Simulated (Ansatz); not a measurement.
Molecule: BO2, net charge 0, doublet state. It need not be the lowest isomer of its formula. SMILES: [B]([O])[O]
Geometry: optimised at B3LYP-D3(BJ)/def2-TZVP (Ansatz, a first-principles code).

Computed values are from Ansatz. Cores are frozen in the correlated levels unless marked. UHF or UKS for open shells. Spin-orbit coupling is left out. No relativistic terms. CBS(X,Y): correlation extrapolated as X^-3; Hartree-Fock from the larger set. [CCSD(T)-MP2]/basis is that difference in the basis named.

| Property | Value |
|---|---|
| atomisation energy De | 1347.1 kJ/mol at CCSD(T)/CBS(cc-pVTZ,cc-pVQZ) |
| vertical ionisation energy (to the triplet) | 13.20 eV at RI-MP2/CBS(aug-cc-pVTZ,aug-cc-pVQZ)+[CCSD(T)-MP2]/aug-cc-pVTZ |
| vertical electron affinity (to the singlet; negative means unbound) | 4.61 eV at RI-MP2/CBS(aug-cc-pVTZ,aug-cc-pVQZ)+[CCSD(T)-MP2]/aug-cc-pVTZ |
| total energy | -175.1229 Eh at CCSD(T)/CBS(cc-pVTZ,cc-pVQZ) |
| dipole moment | 0.00 D at CCSD(T)/aug-cc-pVDZ |
| T1 diagnostic | 0.038 at CCSD/cc-pVQZ |

The UHF reference is spin-contaminated (<S^2> 0.19 over the pure value in the largest basis).
